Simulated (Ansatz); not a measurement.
One change: `C[SiH](O)[Si](O)(F)F` becomes `O[Si](O)(F)F`.

Ansatz, PBE0-D4/def2-TZVP geometries, multiplicity 1. Each molecule was computed in one conformer, which needn't be the lowest.

```csv
property,`C[SiH](O)[Si](O)(F)F`
LUMO energy (B3LYP/def2-TZVPP) / eV,-0.55
HOMO–LUMO gap (B3LYP/def2-TZVPP) / eV,7.41
HOMO energy (ωB97M-V/def2-TZVPP) / eV,-10.28
HOMO–LUMO gap (PBE/def2-TZVPP) / eV,5.59
size of the dipole moment (B3LYP/def2-TZVPP) / D,1.12
size of the dipole moment (ωB97M-V/def2-TZVPP) / D,1.12
```

Question: What does the change do to each property? (Estimate.)

Answer: Ansatz gave: 
```
                                          property  `O[Si](O)(F)F`  shift
               LUMO energy (B3LYP/def2-TZVPP) / eV           -0.11   0.44
             HOMO–LUMO gap (B3LYP/def2-TZVPP) / eV            9.75   2.34
             HOMO energy (ωB97M-V/def2-TZVPP) / eV          -12.65  -2.37
               HOMO–LUMO gap (PBE/def2-TZVPP) / eV            7.67   2.08
  size of the dipole moment (B3LYP/def2-TZVPP) / D            0.21  -0.91
size of the dipole moment (ωB97M-V/def2-TZVPP) / D            0.23  -0.89
```

With PBE0 the HOMO falls by 2.01 eV and the LUMO rises by 0.63 eV, so the gap widens by about 2.64 eV. PBE moves the HOMO by -1.52 eV and ωB97M-V by -2.37 eV. Dipoles are sizes alone; their direction can turn.

B3LYP here is the variant with VWN-RPA as its local correlation; programs differ in this.
